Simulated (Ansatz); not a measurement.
`C#C[Si](F)(F)F` + `OCBF` → `F[Si](F)(F)F` + `C#CBCO`  (redistribution)

Calculated with Ansatz (gas phase, PBE0-D4/def2-TZVP geometries, no zero-point term in ΔE). CBS: MP2 limit from def2 TZ/QZ plus the TZ coupled-cluster correction, frozen cores. This one scheme is used for every species. Functionals use def2-TZVPP. B3LYP here is the variant with VWN-RPA as its local correlation; programs differ in this. Each species was taken in one conformer, which may not be the lowest.

| level | ΔE (kcal/mol) | difference from CCSD(T)/CBS |
| --- | --- | --- |
| PBE-D4 | -4.3 | 1.0 |
| r2SCAN-D4 | -5.9 | -0.6 |
| PBE0-D4 | -4.9 | 0.4 |
| B3LYP-D4 | -4.4 | 0.9 |
| ωB97X-V | -3.9 | 1.4 |
| ωB97M-V | -4.3 | 1.0 |
| B2PLYP | -4.7 | 0.6 |
| PBE | -4.3 | 1.0 |
| r2SCAN | -5.9 | -0.6 |
| PBE0 | -4.8 | 0.5 |
| B3LYP | -4.4 | 0.9 |
| HF/def2-TZVPP | -5.0 | 0.3 |
| MP2/def2-TZVPP | -5.4 | -0.1 |
| SCS-MP2/def2-TZVPP | -4.8 | 0.5 |
| CCSD/def2-TZVPP | -4.8 | 0.5 |
| CCSD(T)/def2-TZVPP | -4.7 | 0.6 |
| HF/def2-QZVPP | -5.7 | -0.4 |
| MP2/def2-QZVPP | -5.9 | -0.6 |
| SCS-MP2/def2-QZVPP | -5.3 | 0.0 |
| HF/CBS(def2) | -5.7 | -0.4 |
| MP2/CBS(def2) | -6.0 | -0.7 |
| CCSD/CBS(def2) | -5.4 | -0.1 |
| CCSD(T)/CBS | -5.3 | 0 |

Largest T1 diagnostic among the species: 0.013.
